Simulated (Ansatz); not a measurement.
Basis-set series for `CC(C)[O][Mg][O]C(C)C`. Charge 0, multiplicity 1. The structure was optimised at the PBE0-D4/def2-TZVP level. It is one conformer, not always the lowest.

Cartesian coordinates in Å:
```
C -1.280 -2.404 -2.809
C -1.334 -2.526 -1.294
C -0.565 -3.746 -0.812
O -0.852 -1.378 -0.694
Mg -0.030 0.041 -0.053
O 0.789 1.464 0.582
C 1.282 2.599 1.199
C 0.311 3.759 1.042
C 1.581 2.326 2.665
H -1.840 -1.526 -3.139
H -1.704 -3.286 -3.297
H -0.242 -2.295 -3.139
H -2.391 -2.662 -1.007
H 0.488 -3.664 -1.102
H -0.616 -3.822 0.276
H -0.967 -4.668 -1.241
H 2.229 2.886 0.712
H 0.710 4.677 1.482
H 0.110 3.945 -0.016
H -0.636 3.525 1.536
H 2.281 1.493 2.761
H 0.659 2.063 3.193
H 2.018 3.201 3.154
```

| functional | basis | functions | energy (Eh) | HOMO (eV) | LUMO (eV) |
| --- | --- | --- | --- | --- | --- |
| PBE0-D4 | def2-SVP | 200 | -586.78030 | -7.00 | -0.90 |
| PBE0-D4 | def2-TZVPP | 476 | -587.28191 | -7.07 | -1.00 |
| ωB97M-V | def2-SVP | 200 | -587.11911 | -9.41 | 0.39 |
| ωB97M-V | def2-TZVPP | 476 | -587.63925 | -9.48 | 0.25 |

Q: Give the rows for def2-QZVPP. (Best estimate.)

A: Ansatz gave: 
```
functional       basis  functions  energy (Eh)  HOMO (eV)  LUMO (eV)
   PBE0-D4  def2-QZVPP        939   -587.31500      -7.07      -1.01
   ωB97M-V  def2-QZVPP        939   -587.67068      -9.48       0.06
```

Positive LUMOs are unbound and depend on the basis.
